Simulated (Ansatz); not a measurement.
Reactions of C2H5BO3 (`CBOC(=O)O`).

Gas-phase electronic energies from Ansatz, PBE0-D4/def2-TZVP geometries. CBS: MP2 limit from def2 TZ/QZ plus the TZ coupled-cluster correction, frozen cores. def2 core potentials past Kr. For Ge, Se, Te outer-core shells are correlated without core-valence functions, which leaves a few kJ/mol of doubt a bond. Scalar relativity is left out up to krypton. One conformer a species, not always the lowest.

(1) Order these by ΔE at CCSD(T)/CBS, lowest first. (Estimate.)
A. `CBOC(=O)O` + `O[SiH2]F` → `CBO[SiH2]F` + `O=C(O)O`
B. `CBOC(=O)O` + H₂Te → `O=C(O)[TeH]` + `CBO`
C. `CBOC(=O)O` + `[SiH3][GeH2][Cl]` → `C[BH][GeH2][Cl]` + `O=C(O)O[SiH3]`
D. `CBOC(=O)O` + `CNC` → `CBN(C)C` + `O=C(O)O`
E. `CBOC(=O)O` + `C=[Se]` → `CBC=[Se]` + `O=C(O)O`

Largest T1 diagnostic: 0.018, for `CBC=[Se]`.

## Answers

(1) D (-8.5 kcal/mol), A (-5.1 kcal/mol), B (-2.3 kcal/mol), C (+12.3 kcal/mol), E (+20.7 kcal/mol).
